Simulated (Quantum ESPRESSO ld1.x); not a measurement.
Problem. All-electron atom: Rb VI in [Ar] 3d10 4s2 4p2 (the NIST ground configuration). Method: scalar-relativistic Kohn-Sham, LDA (Slater exchange, VWN5 correlation), spin-polarised, spherical densities, point nucleus; open shells are filled with parallel spins first; computed with ld1.x of Quantum ESPRESSO 7.5. Some entries of the table are withheld. Estimate them.

orbital  occ.  eigenvalue (eV)  r(max) (bohr)
1s up       1       -15083.197        0.02632
1s down     1       -15082.922        0.02632
2s up       1        -2077.153         0.1498
2s down     1        -2076.971         0.1498
2p up       3        -1851.346         0.1196
2p down     3        -1851.091         0.1196
3s up       1         -367.544         0.4511
3s down     1         -367.187         0.4512
3p up       3              (1)         0.4461
3p down     3              (2)         0.4462
3d up       5         -174.627         0.3912
3d down     5         -174.155         0.3911
4s up       1          -95.064          1.207
4s down     1          -92.449          1.201
4p up       2          -76.433          1.315
4p down     0          -73.827          1.312

Solution. 
(1) 3p up eigenvalue (eV): -295.043
(2) 3p down eigenvalue (eV): -294.641
